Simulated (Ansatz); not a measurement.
Program: Ansatz. Geometries: PBE0-D4/def2-TZVP. ΔE: electronic, gas phase. CCSD(T)/CBS adds triple-zeta CCSD(T) − MP2 to the extrapolated MP2 energy (def2 sets, frozen cores). This one scheme is used for every species. DFT in def2-TZVPP. Each species was taken in one conformer, which may not be the lowest.

Reaction (ligand exchange at the Si–Cl bond): `N[SiH](F)Cl` + `N=CO` → `N[SiH](F)/N=C/O` + HCl

(1) Is it downhill or uphill in electronic energy at CCSD(T)/CBS, and by how much? (Best estimate.)

(2) What do these levels give: r2SCAN-D4, ωB97X-V, PBE, MP2/def2-TZVPP, HF/def2-QZVPP, MP2/def2-QZVPP? (An estimate is asked.)

Largest T1 diagnostic among the species: 0.014.

Answers

(1) Computed: Uphill: ΔE = +38.4 kJ/mol.

(2) Computed: r2SCAN-D4 39.6, ωB97X-V 39.1, PBE 42.4, MP2/def2-TZVPP 36.7, HF/def2-QZVPP 38.9, MP2/def2-QZVPP 38.3 kJ/mol.

The D4 term adds −3.1 kJ/mol with B3LYP and −2.1 kJ/mol with PBE0; it sums over pairs of atoms, weighted by their polarisabilities, and B3LYP, whose exchange is more repulsive, gets the larger term.

B3LYP here is the variant with VWN-RPA as its local correlation; programs differ in this.
